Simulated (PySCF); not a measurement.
SMILES c1c(ccc(c1)C=O)C(C)=O (C9H8O2), singlet (GFN2-xTB optimised geometry):

```
19

C     -0.749    -3.157     0.143
C     -1.486    -1.851     0.000
O     -2.689    -1.804    -0.106
C     -0.665    -0.605     0.000
C     -1.347     0.615    -0.002
C     -0.658     1.809     0.001
C      0.736     1.806     0.003
C      1.489     3.068     0.007
O      2.689     3.160     0.012
C      1.421     0.589     0.000
C      0.730    -0.605     0.000
H     -1.469    -3.971     0.190
H     -0.094    -3.311    -0.713
H     -0.145    -3.154     1.048
H     -2.427     0.594    -0.005
H     -1.193     2.747     0.001
H      0.846     3.971     0.006
H      2.501     0.608    -0.001
H      1.281    -1.532    -0.005
```

Calculation: PBE0/def2-SVP (PySCF).

Q: What are the frontier orbital energies and the dipole moment?

A: HOMO-2 -7.91 eV, HOMO-1 -7.68 eV, HOMO -7.57 eV, LUMO -2.52 eV, LUMO+1 -0.76 eV; dipole moment 1.14 D.

Meta-Löwdin charges at PBE0/def2-SVP: C1 -0.35, C2 0.36, O3 -0.40, C4 -0.03, C5 -0.08, C6 -0.09, C7 -0.03, C8 0.26, O9 -0.37, C10 -0.08, C11 -0.10, H12 0.13, H13 0.12, H14 0.12, H15 0.13, H16 0.11, H17 0.06, H18 0.13, H19 0.11.
